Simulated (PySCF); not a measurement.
An equivalent PySCF input for Pb(3+) (lead, charge +3), [Xe] 4f14 5d10 6s1, 2S determinant, with the spin-free X2C one-electron Hamiltonian (Gaussian nucleus):

```python
from pyscf import gto, scf, dft, mp, cc
import basis_set_exchange as bse
mol = gto.M(atom="Pb 0 0 0", charge=3, spin=1, symmetry="D2h",
            basis=gto.basis.parse(bse.get_basis("ANO-RCC-VTZP", elements=["Pb"], fmt="nwchem")),
            nucmod="G")
mf = dft.UKS(mol, xc="LDA,VWN").sfx2c1e()
mf.irrep_nelec = {'Ag': (12, 11), 'B1g': (3, 3), 'B2g': (3, 3), 'B3g': (3, 3), 'Au': (1, 1), 'B1u': (6, 6), 'B2u': (6, 6), 'B3u': (6, 6)}
mf.kernel()
```

It reaches the same state as the run whose output follows, with an energy that differs only through the grid. The run itself started from symmetry-adapted Hartree-Fock orbitals and held the occupation by maximum overlap, on a logarithmic radial grid, so the iterations belong to that start.

```
SCF conv_tol = 1e-09
number electrons alpha = 40  beta = 39
XC functionals = LDA,VWN
    P. A. M. Dirac.,  Math. Proc. Cambridge Philos. Soc. 26, 376 (1930)
    F. Bloch.,  Z. Phys. 57, 545 (1929)
    S. H. Vosko, L. Wilk, and M. Nusair.,  Can. J. Phys. 58, 1200 (1980)
cycle= 1 E= -20870.6345112563  delta_E= -0.021  |g|= 0.186  |ddm|= 0.121
cycle= 2 E= -20870.6346253592  delta_E= -0.000114  |g|= 0.161  |ddm|= 0.0568
cycle= 3 E= -20870.637418024  delta_E= -0.00279  |g|= 0.0127  |ddm|= 0.034
cycle= 4 E= -20870.6374467995  delta_E= -2.88e-05  |g|= 0.000216  |ddm|= 0.00388
cycle= 5 E= -20870.6374468115  delta_E= -1.19e-08  |g|= 5.05e-06  |ddm|= 9.21e-05
cycle= 6 E= -20870.6374468115  delta_E= -1.46e-11  |g|= 2.24e-07  |ddm|= 1.68e-06
converged SCF energy = -20870.6374468115  <S^2> = 0.75027249  2S+1 = 2.0002725
```

Spin-orbit coupling, which splits the p, d and f shells strongly at this Z, is absent.
